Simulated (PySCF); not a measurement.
**Two-component Hartree-Fock for Re (rhenium, neutral)**

Start: [Xe] 4f14 5d5 6s2; 5d3/2 filled at m_j = -3/2, -1/2, +1/2, +3/2; 5d5/2 filled at m_j = +5/2. Calculated with PySCF 2.14 in x2c-TZVPall-2c with one added diffuse shell each of s, p, d type (12s12p11d2f, 117 functions): generalised Hartree-Fock with the X2C-1e Hamiltonian and a Gaussian nucleus; one run each with spin-orbit coupling (SO) switched off, then screened by Boettger's factors.

```tsv
spinor shell	electrons	ε, spin-free (eV)	ε, screened SO (eV)	weight of nominal j (screened SO)	rms radius, screened SO (bohr)
1s1/2	2	-72068.3	-72045.2	1.000	0.0204
2s1/2	2	-12639.2	-12631.9	1.000	0.0824
2p1/2	2	-11035.0	-12065.2	1.000	0.0700
2p3/2	4	-11035.0	-10619.8	1.000	0.0775
3s1/2	2	-2989.7	-2987.2	1.000	0.210
3p1/2	2	-2508.6	-2734.8	1.000	0.202
3p3/2	4	-2508.6	-2415.7	1.000	0.217
3d3/2	4	-1956.6	-1996.7	1.000	0.192
3d5/2	6	-1956.6	-1927.9	1.000	0.196
4s1/2	2	-657.11	-656.33	1.000	0.468
4p1/2	2	-496.50	-549.77	1.000	0.476
4p3/2	4	-496.50	-474.43	1.000	0.509
4d3/2	4	-290.85	-299.13	0.999	0.531
5s1/2	2	-100.76	-100.61	1.000	1.12
5p1/2	2	-57.371	-66.975	0.923	1.25
4f5/2	6	-60.258	-61.401	0.983	0.637
4f7/2	8	-60.258	-58.786	0.987	0.638
5p3/2	4	-57.371	-53.268	0.961	1.33
5d3/2	4	-12.123	-12.217	0.595	1.99
5d5/2	1	-12.123	-11.609	1.000	2.04
6s1/2	2	-7.520	-7.516	1.000	3.62
```

Question: Where does 4d5/2 lie, and what is the 4d spin-orbit splitting (screened SO)?

Answer: At -284.69 eV, 14.442 eV above 4d3/2.

| quantity | spin-free | screened SO |
| --- | --- | --- |
| E (hartree) | -16679.93369 | -16700.71186 |
| M_J | 5/2 | 5/2 |
| ⟨J²⟩ | 8.806 | 8.806 |
| ⟨L²⟩ | 0.000 | 0.230 |
| ⟨S²⟩ | 8.806 | 8.722 |

Each row is a mean over spinors that exchange with the open shell spreads, by up to 8.105 eV (5p3/2).

Rows whose weight is well below 1 are mixtures of j = l ± 1/2: exchange outweighs spin-orbit coupling there, and the label is only the starting occupation.

⟨J²⟩ departs a little from M_J(M_J + 1) because the unrestricted spinors polarise the closed shells.

Breit and QED terms are absent; they matter most for the inner s and p1/2 levels.

Densities and radii are taken from the X2C orbitals without a picture-change correction, which distorts them close to the nucleus.

Without spin-orbit coupling the j labels of p, d and f shells carry no meaning; the spin-free column gives the mean over the occupied spinors of each nl shell.
